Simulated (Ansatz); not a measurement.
A nudged elastic band was laid between two geometries of H4OSSi2 (8 atoms, charge 0, multiplicity 1).

Theory: RKS PBE/def2-SVP in Ansatz 0.2.0.

```
movable images  : 7
climbing image  : yes
spring          : 5.0 eV/Å²
optimiser       : quadratic models (default)
start path      : through a guess of the saddle point
force threshold : 0.05 eV/Å
iteration limit : 60
end points      : relaxed
```

Image 0:

```xyz
8
Properties=species:S:1:pos:R:3
O -0.264 2.092 -0.540
Si -0.411 0.721 0.412
Si 0.656 -1.259 0.097
S -1.489 -0.995 -0.358
H -0.003 1.932 -1.465
H -0.849 1.241 1.740
H 1.505 -1.524 -1.116
H 0.947 -2.266 1.174
```

Image 8:

```xyz
8
Properties=species:S:1:pos:R:3
O -0.044 1.783 -0.069
Si -0.621 0.218 1.357
Si 0.680 -1.325 0.149
S -1.395 -0.941 -0.418
H -0.487 1.327 -0.831
H -0.593 2.574 0.111
H 1.650 -0.947 -0.940
H 0.901 -2.747 0.584
```

Which bonds break or form, and what moves?

Bonds broken: O1–Si2, Si2–H6. Bonds formed: O1–H6.

What energy profile does the band end with?

The forces met the threshold. The highest image is number 4 of 0 to 8, 2.52 eV above the first end and 1.20 eV above the last; the last end lies 1.32 eV above the first. A vibrational analysis at the climbing image gives one clearly imaginary mode, 1278i cm⁻¹: a first-order saddle point. The orbitals stay closed-shell, which can raise the energy where a bond breaks towards radicals; this wasn't checked here.

| image | path coordinate (Å) | energy (eV) | O1–Si2 (Å) | Si2–H6 (Å) | O1–H6 (Å) |
| --- | --- | --- | --- | --- | --- |
| 0 | 0.00 | 0.00 | 1.68 | 1.49 | 2.50 |
| 1 | 0.55 | 0.07 | 1.68 | 1.49 | 2.54 |
| 2 | 1.11 | 0.27 | 1.68 | 1.50 | 2.46 |
| 3 | 1.66 | 1.34 | 1.72 | 1.50 | 1.96 |
| 4 | 2.21 | 2.52 | 1.92 | 1.62 | 1.37 |
| 5 | 2.66 | 1.77 | 2.14 | 1.97 | 1.02 |
| 6 | 3.11 | 1.46 | 2.23 | 2.40 | 0.98 |
| 7 | 3.55 | 1.36 | 2.21 | 2.60 | 0.98 |
| 8 | 4.00 | 1.32 | 2.19 | 2.67 | 0.98 |

What is the geometry of the highest image?


```xyz
8
Properties=species:S:1:pos:R:3:forces:R:3
O 0.014 2.001 -0.277 0.01 -0.01 0.01
Si -0.380 0.474 0.823 -0.01 -0.01 -0.02
Si 0.679 -1.444 0.123 -0.03 0.01 0.01
S -1.382 -1.006 -0.459 0.03 0.00 0.01
H -0.540 1.982 -1.091 -0.01 -0.01 0.01
H -0.806 2.033 0.825 0.00 0.02 0.00
H 1.668 -1.449 -1.007 0.01 0.00 -0.01
H 0.838 -2.648 1.007 0.00 0.00 0.00
```

What are the harmonic wavenumbers there?

1278i, 140, 158, 276, 362, 413, 444, 528, 551, 575, 610, 690, 904, 910, 1832, 2159, 2181, 3593 cm⁻¹.

Time of the run: 110 s on 2 threads of Intel(R) Xeon(R) Platinum 8488C (Sapphire Rapids), with other jobs on the host, peak memory 0.14 GiB.
